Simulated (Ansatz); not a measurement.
```yaml
crystal:
  periodic: [false, false, false]
  atoms:
    - {symbol: Ir, position_ang: [-0.463808, -0.061482, 0.311311]}
    - {symbol: Pt, position_ang: [0.811419, -1.003332, -1.601303]}
    - {symbol: Pt, position_ang: [-1.069631, -0.404451, 2.534891]}
    - {symbol: Pt, position_ang: [0.722011, 1.469265, -1.244899]}
basis:
  gaussian: {orbitals: def2-TZVPD, initial_orbitals: start.molden}
total_charge: -1
hamiltonian: {xc: pbe}
correlation: {method: rpa}
scf: {omitted_lower_state_checks: [starts]}
```

The file start.molden holds the orbitals of an earlier run on this structure, at another level or in another basis.

```sh
$ ansatz run in.yaml --threads 4 --pin off --events-out ev --progress --plain --max-ram 3916MiB
```

It prints (some lines left out):

```
Functional definition: PBE
  name "PBE"
  cite "Perdew, Burke & Ernzerhof, Phys. Rev. Lett. 77, 3865 (1996) doi:10.1103/PhysRevLett.77.3865"
  parent pbe
  parameter kappa = 0.804
  parameter beta = 0.06672455060314922
  exchange = pbe_x(kappa = kappa, mu = beta*pi^2/3)
  correlation = pbe_c(beta = beta)
these checks for a lower state are left out or cut short: starts
1543 factors; integrals over basis functions are off by at most 4.5e-4 eV
mean field evaluation 1: about -12589.9293 eV, gradient 9.4e0 eV
mean field evaluation 2: about -12590.1876 eV, gradient 4.3e-1 eV
mean field evaluation 4: about -12589.5956 eV, gradient 1.4e1 eV
mean field evaluation 8: about -12590.1825 eV, gradient 7.8e-1 eV
mean field evaluation 16: about -12590.1844 eV, gradient 2.8e-6 eV
mean field -12590.18442180 eV, -462.6807435677 hartree, gradient 2.8e-6 eV, S^2 0.000000; 0 other end points of the search recorded, 0 dependent functions left out; unrestricted orbitals would lower it
mean field evaluation 32: about -12481.5727 eV, gradient 6.1e-1 eV
reference -12475.87554083 eV, -458.4799696734 hartree; 36, 36 occupied and 136, 136 virtual orbitals, 1543 factors
Error: the energy between an occupied orbital and the lowest state that it is excited into in its spin channel is -0.0662 eV and must be positive: a state without a gap has no random-phase energy
```

Problem. Can the result of this run be used?

Solution. No. The run stopped with an error. The reference has no gap: an occupied orbital lies above an empty one, and the correlation energy can't be formed.
